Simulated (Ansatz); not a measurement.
SiBr2H2 (SiH₂Br₂), relaxed as a singlet with RKS PBE-D4/def2-TZVP in Ansatz, starting from the GFN2-xTB geometry. Force threshold 0.02 eV/Å.

Start:

Cartesian coordinates in Å:
```
Si -0.207 -0.059 0.023
Br 0.633 1.931 0.483
Br 1.436 -1.338 -0.717
H -1.166 0.099 -1.048
H -0.697 -0.632 1.258
```

Task: Estimate the energy that the relaxation releases and the steps that it takes.

Result: 4.8 kJ/mol, in 4 steps; 1.6 s on 4 threads of AMD EPYC 9B45 on a shared host. No frequencies were taken in this run, so the end may be a saddle point.

Task: Does the start keep its bonding and symmetry?

Result: By distances, no bond broke or formed. The bond that changes most is Si1–H5, from 1.45 to 1.49 Å (atoms count from 1). Point group C2v at the start, C2v at the end, both within 0.05 Å.

Task: Predict the relaxed structure.

Result: 
```xyz
5

Si   -0.166   -0.048    0.019
Br    0.627    1.975    0.499
Br    1.450   -1.379   -0.733
H    -1.191    0.093   -1.049
H    -0.719   -0.641    1.265
```
Bond lengths: 2 × Br–Si 2.22 Å; 2 × H–Si 1.49 Å.
